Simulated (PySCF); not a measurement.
Compound: [MnO4]2- (charge -2 and doublet state).
Geometry (PBE0-D3(BJ)/def2-SVP, Å), atoms numbered from 1 in this order:
```
atom  x, y, z in Å
Mn1   -0.0007    0.0001    0.0003
O2     0.0327   -0.0255    1.6288
O3     1.5296    0.0227   -0.5544
O4    -0.7759    1.3266   -0.5415
O5    -0.7858   -1.3240   -0.5332
```

The calculation used PBE0-D3(BJ)/def2-SVP geometry optimisation, gas phase (PySCF).

Which atoms are bound to Mn1, and at what distances?

4 atoms: O3 1.628 Å, O2 1.629 Å, O4 1.629 Å, O5 1.629 Å.

List the angles at Mn1.

| angle | degrees | distance of the outer atoms (Å) |
| --- | --- | --- |
| O2–Mn1–O4 | 110.8 | 2.68 |
| O3–Mn1–O5 | 110.6 | 2.68 |
| O2–Mn1–O5 | 108.9 | 2.65 |
| O4–Mn1–O5 | 108.9 | 2.65 |
| O3–Mn1–O4 | 108.8 | 2.65 |
| O2–Mn1–O3 | 108.8 | 2.65 |

What is the shape at Mn1?

Tetrahedral: angles from 108.8° to 110.8°; τ4 = (360° − α − β)/141° = 0.98 with α and β the two widest (0 for a square, 1 for a tetrahedron).

Charge -2, doublet. ⟨S²⟩ = 0.773 (exact for a doublet: 0.75). Whether so highly charged an anion holds all its electrons in the gas phase wasn't checked; a finite basis holds them in any case. The ion is multiply charged and computed without counter-ions or solvent. The geometry's basis has no diffuse functions, a weakness for an anion. Not checked by PBE0-D3(BJ)/def2-SVP frequencies.

Caution for open-shell metal species: one SCF solution and one stationary point were followed, and a lower state or a bent or distorted shape isn't ruled out.
